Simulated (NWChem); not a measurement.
CH3F3Zr; SMILES [CH3][Zr]([F])([F])[F]

Program: NWChem. Structure relaxed at the PBE0/def2-SVP level. No frequency run checked for a minimum. def2 effective core potentials on Zr; no spin-orbit coupling. Hybrids' shares of exact exchange are those that their runs print; pure functionals count as 0. The functionals differ in more than this share.

```csv
row,share of exact exchange,orbital gap (eV)
PBE/def2-SVP,0.00,4.90
KT2/def2-SVP,0.00,4.77
B3LYP/def2-SVP,0.20,6.70
PW6B95/def2-SVP,0.28,7.29
MPW1K/def2-SVP,0.43,withheld
```

Task: Fit a straight line of the last column on the one before it, predict the withheld value, and compare with the run.

Result: 
1. Means of the 4 shown rows: x = 0.120, y = 5.915. Slope Σ(x − x̄)(y − ȳ)/Σ(x − x̄)² = 0.5420/0.06080 = 8.914; intercept 4.845.
2. The shown rows scatter about the line by 0.064 (root mean square); the largest residual is -0.08, at KT2/def2-SVP.
3. At x = 0.43 (MPW1K/def2-SVP; beyond the shown range) the line gives 8.68.
4. The run gives 8.86, +0.18 from the line, 2.8 times the scatter.
